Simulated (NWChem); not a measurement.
Total energies of C2HF2

```
C
F 1 1.3105
C 1 1.3116 2 124.80
F 1 1.3164 2 110.00 3 180.00
H 3 1.0831 1 140.00 2 180.00
```
Charge 0, spin multiplicity 2.

All runs are NWChem calculations. Structure: optimised with UPBE0/def2-SVP, a minimum by its harmonic frequencies.

Basis set: 6-31G* (58 functions).

```csv
method,total energy (Ha)
UHF,-275.08432
UMP2,-275.62966
UB2PLYP,-276.12311
UPBE,-276.07681
UB3LYP,-276.35846
UPBE0,-276.08308
```

Total energies of different functionals aren't comparable as a measure of quality: only differences taken within one method are. 

The correlated methods keep 4 core orbitals frozen. B3LYP has NWChem's definition, with VWN1-RPA local correlation. The Pople sets run with spherical d functions. The structure started from a generated list of species. The unpaired electrons of the parent sit in orbitals of symmetry a' (Cs labels of the run); other states weren't searched. No SCF solution was tested for a lower state. Open-shell Hartree-Fock references start from PBE0 orbitals.
